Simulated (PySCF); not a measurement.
Ga(Me)3, C3H9Ga, SMILES [CH3][Ga]([CH3])[CH3] (PBE0/def2-SVP optimised geometry):

```
13

Ga    -0.165    -0.132     0.000
C     -1.153     1.580     0.000
H     -1.774     1.660     0.909
H     -1.848     1.623    -0.855
H     -0.496     2.461    -0.044
C     -1.154    -1.844     0.002
H     -0.852    -2.461     0.865
H     -0.902    -2.428    -0.900
H     -2.245    -1.715     0.033
C      1.811    -0.132     0.000
H      2.245    -1.143    -0.015
H      2.192     0.394     0.892
H      2.194     0.422    -0.874
```

Computed with PBE0/def2-TZVP run with PySCF.

Task: What are the frontier orbital energies and the dipole moment?

Result: HOMO-2 -10.55 eV, HOMO-1 -7.44 eV, HOMO -7.44 eV, LUMO -0.51 eV, LUMO+1 0.58 eV; dipole moment 0.00 D.

On the same geometry PBE/def2-TZVP in PySCF 2.14.0 gives HOMO-2 -9.06 eV, HOMO-1 -6.22 eV, HOMO -6.22 eV, LUMO -1.33 eV, LUMO+1 -0.17 eV; dipole moment 0.00 D.

Meta-Löwdin charges at PBE0/def2-TZVP: Ga1 0.67, C2 -0.59, H3 0.13, H4 0.13, H5 0.12, C6 -0.59, H7 0.13, H8 0.13, H9 0.12, C10 -0.59, H11 0.12, H12 0.13, H13 0.13.
